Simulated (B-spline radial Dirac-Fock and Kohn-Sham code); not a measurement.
Radiative decay of the K hole in Mn⁴⁺

System: Mn⁴⁺, [Ar] 3d3, inside a Watson sphere of charge -4 and radius 2.4 Å (a model of the Madelung potential; inside it an electron's potential energy is raised by 24.0 eV).

Input of the calculation (task.json; shells as n, l, electrons):

```json
{"items": [{
  "Z": 25,
  "q": 4,
  "cfg": [[1, 0, 2], [2, 0, 2], [2, 1, 6], [3, 0, 2], [3, 1, 6], [3, 2, 3]],
  "A": 55,
  "rrms": 3.7057,
  "watson": [-4, 2.4],
  "do": ["binding", "quiet", "decay"],
  "holes": ["K", "L1", "L2", "L3", "M1", "M2", "M3"]
}]}
```

Run with: `python xray_run.py task.json out`

Calculated with a B-spline atomic structure program, using one-electron (LDA, Dirac) transition rates at Dirac-Fock energies.

```
line  multipole  energy (eV)  rate (s⁻¹)  share (%)
K-L2         E1       5885.4    1.58e+14       29.9
K-L3         E1       5895.5    3.11e+14       58.6
K-M2         E1       6492.9    2.06e+13       3.88
K-M3         E1       6494.2    4.07e+13       7.67
```

The listed lines hold 100.0 % of the radiative rate. The radiative width is 0.349 eV in the length form and 0.362 eV in the velocity form; the two differ because the transition energies are not eigenvalue differences of the potential that gave the orbitals. Kα2/Kα1 is 0.510 and Kβ/Kα is 0.131.
